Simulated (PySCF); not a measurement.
## Stationary points of SnO₂⁻

Computed with B3LYP/[Sn def2-SVPD with ECP28, O def2-SVPD], scalar-relativistic core potentials, density fitting, no spin–orbit coupling, PySCF.

Relaxations began from a few typed shapes; open shells are unrestricted. The search is not exhaustive: other isomers or separated fragments can lie lower, and high-lying points may rest on an excited occupation.

(1) Order these stationary points by electronic energy, lowest first, in kJ/mol from the lowest minimum.
A. doublet (⟨S²⟩ 1.44) Cs: O–O 1.336 Å, Sn–O 2.162 Å; O–O–Sn 121.5°
B. doublet C2v: Sn–O 1.943 Å (×2); O–Sn–O 127.1°
C. doublet D∞h: Sn–O 1.962 Å (×2); O–Sn–O 180.0°

(2) Which of them are minima?

Results:

(1) B (0.0), C (53.8), A (207.1).

(2) By energy in kJ/mol, 0.0: minimum; 53.8: saddle point, 2 imaginary modes; 207.1: minimum.

For the lowest minimum: the lowest empty level of this anion is unbound, so it and the gap depend on the basis. Spin–orbit coupling, left out here, can matter for elements this heavy.
